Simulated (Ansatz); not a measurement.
Input:

```yaml
crystal:
  periodic: [false, false, false]
  atoms:
    - { symbol: Hf, position_ang: [-0.063705, -0.45744, -0.157926] }
    - { symbol: O, position_ang: [-0.080684, -0.561692, 2.033955] }
    - { symbol: Si, position_ang: [-1.130149, 0.14031, 3.194277] }
    - { symbol: H, position_ang: [-2.559417, -0.203096, 2.89829] }
    - { symbol: H, position_ang: [-0.732257, -0.453063, 4.516317] }
    - { symbol: H, position_ang: [-0.94068, 1.62806, 3.23714] }
    - { symbol: Cl, position_ang: [1.710443, 0.577846, -1.373541] }
    - { symbol: "N", position_ang: [-1.330457, 1.140493, 0.14916] }
    - { symbol: H, position_ang: [-2.294086, 1.177831, -0.204376] }
    - { symbol: H, position_ang: [-1.12626, 2.043389, 0.594322] }
    - { symbol: O, position_ang: [-1.217347, -1.649402, -1.125719] }
    - { symbol: H, position_ang: [-1.435634, -2.274209, -1.83183] }
    - { symbol: P, position_ang: [1.638111, -2.391876, 1.000893] }
    - { symbol: H, position_ang: [1.390365, -3.784196, 0.80224] }
    - { symbol: H, position_ang: [3.056353, -2.356266, 0.852617] }
    - { symbol: H, position_ang: [0.684603, -1.408091, 2.175778] }
basis:
  gaussian: { orbitals: def2-SVP }
hamiltonian:
  xc: pbe
phonons: {}
```

Command:

```bash
$ ansatz run input.yaml --threads 4 --pin off --max-ram 5120MiB --backend cpu --events-out ev --progress --plain --runs-dir out
```

Hardware: 4 threads of Intel(R) Xeon(R) Platinum 8259CL CPU @ 2.50GHz (Skylake/Cascade Lake), on a shared host.

Problem. Roughly how long does this run take, and how much memory?

Solution. 5.3 min, with a peak of 0.31 GiB, for 0 ionic steps.
